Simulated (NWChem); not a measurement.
Molecule: C$_{6}$H$_{9}$O, doublet; SMILES O=C1CC[CH]CC1

```xyz
16

O      0.0000     0.0000     2.3397
C      0.0000     0.0000     1.1329
C      0.3116     1.2468     0.3271
C     -0.3167     1.2499    -1.0669
C      0.0000     0.0000    -1.8158
C      0.3167    -1.2499    -1.0669
C     -0.3116    -1.2468     0.3271
H      0.0300     2.1223     0.9301
H      1.4132     1.2754     0.2315
H      0.0150     2.1378    -1.6308
H     -1.4164     1.3761    -0.9646
H      0.0000     0.0000    -2.9088
H     -0.0150    -2.1378    -1.6308
H      1.4164    -1.3761    -0.9646
H     -0.0300    -2.1223     0.9301
H     -1.4132    -1.2754     0.2315
```
Atoms are numbered in this order, from 1.

Computed with NWChem. Pople sets run with spherical d functions. Spin-unrestricted. In the optimisation the excess spin sits in b (C2, its own frame). All runs use the structure optimised with PBE0/def2-SVP, spin-unrestricted. No frequency run checked for a minimum. No stability test was run on the SCF state. Atomic charges in e: unrestrained fits to the electrostatic potential beside Mulliken populations; buried atoms are poorly determined by the fit.

For level B3LYP/def2-SVP:

* **Mulliken O1**: -0.19
* **Mulliken C2**: -0.06
* **Mulliken C3**: 0.05
* **Mulliken C4**: 0.08

Problem. Estimate the same quantities for level UHF/6-31G*.

Solution. 
- Mulliken O1 = -0.56
- Mulliken C2 = 0.57
- Mulliken C3 = -0.43
- Mulliken C4 = -0.35
